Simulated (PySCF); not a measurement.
**`CO/C(=C\Br)[c+]1cc1F`, [C6H5BrFO]+, charge +1**

Molfile (atoms numbered from 1):
```
C6H5BrFO
     RDKit          3D

 14 14  0  0  0  0  0  0  0  0999 V2000
   -1.6502   -1.2156   -0.2531 C   0  0  0  0  0  0  0  0  0  0  0  0
   -1.5211    0.1695    0.0348 O   0  0  0  0  0  0  0  0  0  0  0  0
   -0.3123    0.7159    0.1479 C   0  0  0  0  0  0  0  0  0  0  0  0
   -0.2327    2.0726    0.4296 C   0  0  0  0  0  0  0  0  0  0  0  0
   -1.7460    3.0808    0.6269 Br  0  0  0  0  0  0  0  0  0  0  0  0
    0.8848    0.0176    0.0023 C   0  0  0  0  0  0  0  0  0  0  0  0
    1.6520   -1.1656   -0.2483 C   0  0  0  0  0  0  0  0  0  0  0  0
    2.2973   -0.0080   -0.0012 C   0  0  0  0  0  0  0  0  0  0  0  0
    3.3766    0.6481    0.1440 F   0  0  0  0  0  0  0  0  0  0  0  0
   -2.7223   -1.3977   -0.2892 H   0  0  0  0  0  0  0  0  0  0  0  0
   -1.2096   -1.4602   -1.2215 H   0  0  0  0  0  0  0  0  0  0  0  0
   -1.2045   -1.8270    0.5341 H   0  0  0  0  0  0  0  0  0  0  0  0
    0.7144    2.5794    0.5418 H   0  0  0  0  0  0  0  0  0  0  0  0
    1.6728   -2.2104   -0.4701 H   0  0  0  0  0  0  0  0  0  0  0  0
  1  2  1  0
  2  3  1  0
  3  4  2  0
  4  5  1  0
  3  6  1  0
  6  7  1  0
  7  8  2  0
  8  9  1  0
  8  6  1  0
  1 10  1  0
  1 11  1  0
  1 12  1  0
  4 13  1  0
  7 14  1  0
M  CHG  1   6   1
M  END
```

Method used: GIAO B97-2/pcSseg-1 magnetisability, rotational g tensor and spin-rotation constants, non-relativistic, gas phase (PySCF). Geometry: GFN2-xTB.

The calculation is non-relativistic, which matters for the atoms heavier than Zn. For an ion the centre-of-mass motion in the field is neglected.

Problem. Give the nuclear spin-rotation constants along the inertial axes (H = +C I·J) beside the isotropic shieldings.

Solution. Rotational constants 1.8124, 0.5701, 0.4349 GHz. A star marks the isotopologue with that one atom substituted, in its own axes.
```csv
atom,isotope,Caa (kHz),Cbb (kHz),Ccc (kHz),mean (kHz),σ (ppm)
Br5,79Br,4.682,1.944,0.638,2.421,1493.8
F9,19F,4.120,1.032,-0.162,1.663,251.2
H10,1H,-0.094,-0.006,-0.052,-0.051,26.8
H11,1H,-0.136,-0.060,-0.007,-0.068,27.6
H12,1H,-0.133,-0.060,-0.008,-0.067,27.6
H13,1H,-0.159,0.050,-0.057,-0.055,22.8
H14,1H,-0.036,-0.009,-0.058,-0.034,23.8
C1,13C*,0.364,0.096,0.098,0.186,127.3
O2,17O*,-0.273,-0.106,-0.029,-0.136,229.2
C3,13C*,0.798,0.211,0.083,0.364,39.0
C4,13C*,0.867,0.306,0.076,0.416,-1.8
C6,13C*,0.759,0.274,0.041,0.358,39.8
C7,13C*,0.794,0.213,0.046,0.351,55.9
C8,13C*,0.819,0.242,0.093,0.385,16.7
```
For the geometry as given, no vibrational averaging.
